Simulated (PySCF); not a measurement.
C₂H₈BeN₂, singlet, at a GFN2-xTB geometry (such geometries of metal compounds can be far from the true shape). Base run: HF/6-31G, polarisability in PySCF.

The PySCF input:
```python
from pyscf import gto, scf
from pyscf.prop import polarizability

mol = gto.M(
    atom='''
Be    0.683012    0.574027   -0.519698
N     1.685899    1.416888   -1.282785
H     2.644718    1.592158   -1.033863
H     1.529360    1.915883   -2.142153
N    -0.321576   -0.270263    0.244684
C    -1.199671    0.228065    1.273938
C    -0.530813   -1.682424    0.042771
H    -2.253600    0.071640    1.003799
H    -1.020785   -0.286177    2.228802
H    -1.033179    1.292247    1.417227
H    -0.334412   -2.246695    0.965395
H    -1.567227   -1.888878   -0.259608
H     0.135712   -2.046510   -0.734352
''',
    basis='6-31g',
    charge=0,
    spin=0,
    verbose=4,
)

mf = scf.RHF(mol)
mf.kernel()
alpha = mf.Polarizability().polarizability()[2, 2]
print('alpha_zz =', alpha)
```

Each row names what was changed in the base input (with any setting that the change needs).

```json
[
 {"change": "base", "alpha_zz (bohr³)": "41.76", "basis functions": "61", "core-seconds (rough)": "0.9"},
 {"change": "finite field (a.u.) = 0.001; conv_tol = 1e-11", "alpha_zz (bohr³)": "41.76", "basis functions": "61", "core-seconds (rough)": "0.8"},
 {"change": "functional = pbe0", "alpha_zz (bohr³)": "(withheld)", "basis functions": "61", "core-seconds (rough)": "10"},
 {"change": "finite field (a.u.) = 2e-4; conv_tol = 1e-11", "alpha_zz (bohr³)": "41.76", "basis functions": "61", "core-seconds (rough)": "0.8"},
 {"change": "basis = 6-31+G*", "alpha_zz (bohr³)": "47.14", "basis functions": "106", "core-seconds (rough)": "4"},
 {"change": "functional = camb3lyp", "alpha_zz (bohr³)": "44.55", "basis functions": "61", "core-seconds (rough)": "20"},
 {"change": "basis = STO-3G", "alpha_zz (bohr³)": "25.21", "basis functions": "33", "core-seconds (rough)": "0.3"},
 {"change": "finite field (a.u.) = 0.02; conv_tol = 1e-11", "alpha_zz (bohr³)": "41.87", "basis functions": "61", "core-seconds (rough)": "0.9"},
 {"change": "finite field (a.u.) = 0.05; conv_tol = 1e-11", "alpha_zz (bohr³)": "42.48", "basis functions": "61", "core-seconds (rough)": "0.9"},
 {"change": "finite field (a.u.) = 0.005; conv_tol = 1e-11", "alpha_zz (bohr³)": "41.77", "basis functions": "61", "core-seconds (rough)": "0.9"},
 {"change": "basis = cc-pVDZ", "alpha_zz (bohr³)": "45.86", "basis functions": "110", "core-seconds (rough)": "4"},
 {"change": "finite field (a.u.) = 2e-4; conv_tol = 1e-6", "alpha_zz (bohr³)": "41.78", "basis functions": "61", "core-seconds (rough)": "0.7"}
]
```

**Question.** Complete the blanks.

**Answer.** 
- functional = pbe0, alpha_zz (bohr³): 45.34

Finite-field rows take the second difference of the energy in a field along z; a small field with loose convergence shows SCF noise divided by the square of the field, and a large one adds hyperpolarisability.
